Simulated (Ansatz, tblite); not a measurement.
Species of one formula, SnP₂H₆Cl₄ (singlet), each relaxed with r2SCAN-D4/def2-SVP in Ansatz.

In the def2 sets Sn takes a core potential, while STO-3G treats all electrons; there is no spin–orbit coupling. The xTB rows come from tblite. Correlated methods freeze 34 core orbitals; core or outer-core shells of Sn are correlated, in sets that lack core-valence functions.

Other spin states weren't relaxed.

A: trans-Sn(PH3)2Cl4 (SnP₂H₆Cl₄)

Cartesian coordinates in Å:
```
Cl 1.9877 -0.8493 -1.2885
Cl -1.7257 0.7495 1.3497
Cl 0.7557 -1.5497 1.8178
Cl -0.6054 1.3053 -1.8290
P -1.5149 -1.9281 -1.1050
P 1.4718 1.9643 1.1003
Sn 0.1110 -0.0927 0.0137
H -1.7099 -3.1995 -0.5091
H -1.1833 -2.3024 -2.4293
H -2.8540 -1.5021 -1.2716
H 2.8322 2.2051 0.7821
H 1.5248 1.9599 2.5146
H 0.9101 3.2398 0.8544
```

B: cis-Sn(PH3)2Cl4 (SnP2H6Cl4)

```tsv
atom	x (Å)	y (Å)	z (Å)
Cl1	1.816	2.691	0.624
Cl2	2.626	-0.735	1.870
Cl3	1.805	-0.167	-1.622
Cl4	-0.717	0.647	2.235
P5	-0.138	-2.104	0.385
P6	-0.986	1.609	-1.016
Sn7	1.027	0.453	0.577
H8	-1.367	-2.373	-0.278
H9	-0.424	-2.712	1.633
H10	0.659	-3.115	-0.209
H11	-1.762	2.629	-0.410
H12	-2.035	0.873	-1.635
H13	-0.505	2.303	-2.154
```

Q: Estimate their order by electronic energy at ωB97M-V/def2-TZVP, counted from the lowest.

A: B (0.0) < A (8.0), in kJ/mol.

Q: Do the other levels pick the same lowest one?

A: Not HF/STO-3G, HF/def2-TZVP. Energies above each level's lowest (kJ/mol):

| level | A | B |
| --- | --- | --- |
| GFN1-xTB | 8.4 | 0.0 |
| GFN2-xTB | 42.3 | 0.0 |
| HF/STO-3G | 0.0 | 17.9 |
| HF/def2-TZVP | 0.0 | 0.3 |
| PBE-D4/def2-SVP | 12.7 | 0.0 |
| PBE-D4/def2-TZVP | 9.4 | 0.0 |
| revPBE-D4/def2-TZVP | 10.0 | 0.0 |
| r2SCAN-D4/def2-TZVP | 5.0 | 0.0 |
| PBE0-D4/def2-SVP | 8.3 | 0.0 |
| PBE0-D4/def2-TZVP | 6.0 | 0.0 |
| r2SCAN0-D4/def2-TZVP | 3.4 | 0.0 |
| ωB97M-V/def2-TZVP | 8.0 | 0.0 |
| RPA@PBE/def2-TZVP | 8.9 | 0.0 |
| MP2/def2-TZVP | 4.4 | 0.0 |
Point groups (tolerance 0.1 Å): A not assigned, B not assigned. A and B have the same bonds, so they are conformers or stereoisomers.
